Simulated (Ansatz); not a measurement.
`CC(O)([SiH3])Cl` → `CO[SiH](C)Cl`  (isomerisation)

Gas-phase electronic energies from Ansatz, PBE0-D4/def2-TZVP geometries. CCSD(T)/CBS adds triple-zeta CCSD(T) − MP2 to the extrapolated MP2 energy (def2 sets, frozen cores). Functionals use def2-TZVPP. B3LYP here is the variant with VWN-RPA as its local correlation; programs differ in this. Each species was taken in one conformer, which may not be the lowest.

```csv
level,ΔE (kJ/mol)
B3LYP-D4,-294.1
r2SCANh-D4,-296.2
CAM-B3LYP-D4,-299.7
BHLYP,-311.5
CAM-B3LYP,-301.0
HF/CBS(def2),-326.4
MP2/CBS(def2),-303.0
CCSD/CBS(def2),-302.1
```

(1) What does CCSD(T)/CBS give? (Estimate.)

Largest T1 diagnostic among the species: 0.011.

## Answers

(1) The calculation gave: -295.0 kJ/mol. The listed levels differ from it by 0.9, -1.2, -4.7, -16.5, -6.0, -31.4, -8.0, -7.1 kJ/mol.

From r2SCAN to r2SCAN0 (25 % exact exchange), in def2-TZVPP and without D4, ΔE moves by −8.1 kJ/mol. At CCSD(T), def2-SVP lies +31.3 kJ/mol from the extrapolated value and def2-TZVPP +2.6 kJ/mol. In def2-TZVPP, CCSD(T) changes the Hartree–Fock value by +31.8 kJ/mol (the triples alone add +7.1 kJ/mol) and MP2 by +23.9 kJ/mol.

CCSD(T)/CBS has its own doubt, a few kJ/mol and more with outer-core shells, so smaller differences from it don't rank the levels.
